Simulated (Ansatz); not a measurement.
Geometry optimisation, Ansatz, RKS LDA/def2-SVP.

The input (input.yaml):

```yaml
crystal:
  periodic: [false, false, false]
  atoms:
    - { symbol: Ga, position_ang: [0.0, 0.0, 0.0] }
    - { symbol: Cl, position_ang: [0.0, 0.0, 2.59] }
    - { symbol: H, position_ang: [1.3596, 0.0, -0.785] }
    - { symbol: Cl, position_ang: [-1.9398, 0.0, -1.12] }
    - { symbol: Br, position_ang: [-0.3484, -2.5576, 0.8577] }
    - { symbol: H, position_ang: [-0.1976, -1.4511, 2.1491] }
basis:
  gaussian: { orbitals: def2-SVP }
hamiltonian:
  xc: lda
relax:
  f_tol: 0.15
  max_steps: 25
  restrain:
    - { distance: [0, 4], at: 3.62, k: 30.0 }
    - { distance: [5, 1], at: 2.57, k: 30.0 }
    - { distance: [0, 1], at: 2.24, k: 30.0 }
    - { distance: [5, 4], at: 1.55, k: 30.0 }
```

Launched with:

```bash
$ ansatz run input.yaml --threads 4 --pin off --max-ram 5120MiB --backend cpu --events-out ev --progress --plain --runs-dir out
```

Problem. Where does it end, and by what steps?

Solution. The run converged. The restraints hold the end off the free minimum. After 5 steps the energy has fallen by 0.361 eV (the restraints' own energy left out); Br5 moved furthest, 0.69 Å. Parted: Ga1–Br5 (2.72 → 3.61 Å), Cl2–H6 (1.53 → 2.56 Å).

```csv
step,energy less start (eV),largest force component (eV/Å),accepted
0,0.0000,1.947,yes
1,0.1608,1.881,yes
2,0.0949,2.034,yes
3,-0.0943,1.317,yes
4,-0.3413,1.254,yes
5,-0.3605,1.213,yes
```

```xyz
6
Properties=species:S:1:pos:R:3
Ga 0.005 0.229 -0.005
Cl -0.077 0.545 2.186
H 1.366 0.074 -0.721
Cl -1.873 0.341 -0.977
Br -0.298 -3.186 1.131
H -0.250 -2.011 2.078
```

Run time: 5.7 s on 4 threads of Arm Neoverse V1, on a shared host, peak memory 0.17 GiB.
